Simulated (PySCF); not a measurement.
A structure optimised at TPSSh-D3(BJ)/def2-SVPD, used in a PySCF frequency run:

```
Ga
H 1 1.6058
H 1 1.6058 2 110.53
Ga 1 2.3749 2 124.73 3 180.00
H 4 1.6058 1 124.73 2 180.00
H 4 1.6058 5 110.53 1 180.00
```
Charge -1, spin multiplicity 2.

**Question.** Write its SMILES, formula and point group.

**Answer.** [GaH2][GaH2-], Ga₂H₄, D2h

**Question.** What are its rotational constants (standard atomic weights)?

**Answer.** 71.974, 2.3567, 2.2820 GHz
